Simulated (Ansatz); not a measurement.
Reaction (formal exchange of groups at the Si–N bond): `N=C=N[SiH2][GaH2]` + `COCC#N` → `N#C[SiH2][GaH2]` + `COCN=C=N`

Program: Ansatz. Geometries: PBE0-D4/def2-TZVP. ΔE: electronic, gas phase. CCSD(T)/CBS adds triple-zeta CCSD(T) − MP2 to the extrapolated MP2 energy (def2 sets, frozen cores). This one scheme is used for every species. Functionals use def2-TZVPP. For Ga outer-core shells are correlated without core-valence functions, which leaves a few kJ/mol of doubt a bond. Scalar relativity is left out up to krypton. Each species was taken in one conformer, which may not be the lowest.

```tsv
level	ΔE (kJ/mol)
ωB97M-V	57.4
MP2/def2-QZVPP	60.7
```

**Question.** What does CCSD(T)/CBS give? (Estimate.)

**Answer.** Computed: +56.4 kJ/mol. The listed levels differ from it by 1.0, 4.3 kJ/mol.

Largest T1 diagnostic among the species: 0.015.

In def2-TZVPP, CCSD(T) changes the Hartree–Fock value by −12.8 kJ/mol (the triples alone add −2.2 kJ/mol) and MP2 by −7.7 kJ/mol. From PBE to PBE0 (25 % exact exchange), in def2-TZVPP and without D4, ΔE moves by +4.4 kJ/mol.
